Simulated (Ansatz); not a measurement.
C$_{2}$H$_{8}$O$_{2}$S$_{2}$Zr, SMILES `C[O][Zr]([SH])([SH])[O]C`, relaxed with RKS PBE0-D4/def2-TZVP in Ansatz 0.2.0 from a GFN2-xTB geometry. The force threshold is 0.005 eV/Å; the program also tests the step.

The species carries charge 0 and has multiplicity 1. Zr takes the def2 core potential.

Start:

```xyz
15

C     2.138    0.950   -0.039
O     1.011    1.565    0.518
Zr   -0.596    0.645    0.668
S    -2.485    1.674    1.864
S    -0.015   -1.328    2.020
O    -1.306   -0.220   -0.819
C    -0.511   -1.087   -1.582
H     3.045    1.449    0.330
H     2.122    1.036   -1.141
H     2.186   -0.121    0.253
H    -3.372    1.056    1.069
H    -1.305   -1.639    2.231
H     0.033   -1.794   -0.921
H    -1.155   -1.668   -2.255
H     0.209   -0.519   -2.197
```

| step | energy (eV) | largest force (eV/Å) | largest move (Å) |
| --- | --- | --- | --- |
| 1 | -29243.6144 | 3.292 | 0.000 |
| 2 | -29243.9462 | 0.423 | 0.192 |
| 3 | -29244.0362 | 0.544 | 0.194 |
| 4 | -29244.1034 | 0.436 | 0.175 |
| 5 | -29244.1947 | 0.309 | 0.200 |
| 6 | -29244.2356 | 0.342 | 0.200 |
| 7 | -29244.2816 | 0.450 | 0.198 |
| 8 | -29244.3092 | 0.406 | 0.176 |
| 9 (rejected) | -29244.3066 | 0.495 | 0.191 |
| 10 | -29244.3364 | 0.126 | 0.095 |
| 11 | -29244.3487 | 0.051 | 0.100 |
| 15 | -29244.3642 | 0.016 | 0.042 |
| 19 | -29244.3648 | 0.012 | 0.011 |
| 23 | -29244.3652 | 0.005 | 0.015 |
| 27 | -29244.3656 | 0.005 | 0.023 |
| 31 | -29244.3661 | 0.019 | 0.038 |
| 35 (rejected) | -29244.3639 | 0.252 | 0.008 |
| 39 | -29244.3665 | 0.008 | 0.023 |
| 43 | -29244.3668 | 0.015 | 0.028 |
| 47 | -29244.3671 | 0.024 | 0.045 |
| 51 | -29244.3673 | 0.012 | 0.007 |
| 55 | -29244.3675 | 0.014 | 0.027 |
| 59 | -29244.3675 | 0.009 | 0.017 |
| 61 | -29244.3675 | 0.005 | 0.006 |

End:

```xyz
15

C     2.552    1.588    0.293
O     1.333    0.983    0.592
Zr   -0.362    0.159    0.772
S    -2.092    1.877    1.177
S    -0.102   -1.342    2.712
O    -0.937   -0.837   -0.740
C    -1.142   -1.637   -1.861
H     3.257    1.432    1.114
H     2.412    2.664    0.150
H     2.978    1.164   -0.621
H    -2.922    1.284    0.299
H    -1.375   -1.771    2.615
H    -1.099   -2.695   -1.586
H    -2.124   -1.429   -2.296
H    -0.378   -1.441   -2.620
```

Hardware: 2 threads of an AMD EPYC 7R13 on a shared host and a share of an NVIDIA H100 80 GB. Wall time 3.4 min, peak host memory 0.96 GiB.
